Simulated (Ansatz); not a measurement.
```yaml
crystal:
  periodic: [false, false, false]
  atoms:
    - {symbol: C, position_ang: [-0.060728, 0.497854, -0.378312]}
    - {symbol: B, position_ang: [-0.020922, 0.062626, 0.479225]}
    - {symbol: Te, position_ang: [0.195824, -1.160963, 0.752803]}
    - {symbol: H, position_ang: [-0.645553, 0.837315, -0.536619]}
    - {symbol: H, position_ang: [0.444018, 1.064308, -0.430341]}
    - {symbol: H, position_ang: [0.038319, 0.006070, -1.015482]}
    - {symbol: H, position_ang: [-0.125599, 0.544975, 1.243216]}
    - {symbol: H, position_ang: [0.277935, -1.710183, -0.224111]}
basis:
  gaussian: {orbitals: def2-mTZVP, point_charges: [{charge: 0.50, position_ang: [3.438, -0.126, 0.386]}]}
hamiltonian: {xc: {name: HSE06}}
output: {forces: true}
```

```sh
$ ansatz run in.yaml --threads 2 --pin off --events-out ev --progress --plain --max-ram 4352MiB
```

Output, abridged:

```
Functional definition: HSE06
947 factors; integrals over basis functions are off by at most 5.6e-4 eV
93 factors; integrals over basis functions are off by at most 3.8e-7 eV
mean field evaluation 1: about -8987.0212 eV, gradient 1.5e2 eV
mean field evaluation 2: about -8820.3590 eV, gradient 2.5e2 eV
mean field evaluation 4: about -9028.2607 eV, gradient 1.0e1 eV
mean field evaluation 8: about -9028.8273 eV, gradient 1.2e0 eV
mean field evaluation 16: about -9028.8304 eV, gradient 1.4e-4 eV
mean field -9028.83040729 eV, -331.8033975069 hartree, gradient 2.8e-5 eV, S^2 0.000000; 0 other end points of the search recorded, 0 dependent functions left out
reference -9028.83044220 eV, -331.8033987898 hartree; 20, 20 occupied and 69, 69 virtual orbitals, 947 factors
Total energy: -9028.83044220 eV, -331.8033987898 hartree
Atom 0 at    -0.060728     0.497854    -0.378312 Å, force    12.341536     5.205109   -40.294545 eV/Å
Atom 1 at    -0.020922     0.062626     0.479225 Å, force   -10.096241    43.996029    38.436264 eV/Å
Atom 2 at     0.195824    -1.160963     0.752803 Å, force    13.518816   -75.321079    53.664386 eV/Å
Atom 3 at    -0.645553     0.837315    -0.536619 Å, force   -39.820055    23.641922   -10.587595 eV/Å
Atom 4 at     0.444018     1.064308    -0.430341 Å, force    20.205913    23.084253    -2.686556 eV/Å
Atom 5 at     0.038319     0.006070    -1.015482 Å, force     2.945366   -11.847672   -18.783167 eV/Å
Atom 6 at    -0.125599     0.544975     1.243216 Å, force    -1.809267     8.839319    10.903085 eV/Å
Atom 7 at     0.277935    -1.710183    -0.224111 Å, force     2.768824   -17.514954   -30.738979 eV/Å
Dipole moment:    -0.270909     0.356175    -0.393790 e Å
```

(1) Something in this input is off. What?

Results:

(1) The geometry is squeezed to about two thirds of its size. The calculation finished and met its thresholds. The result belongs to that input, not to the molecule as meant.

HSE06 is defined as in plane-wave codes.
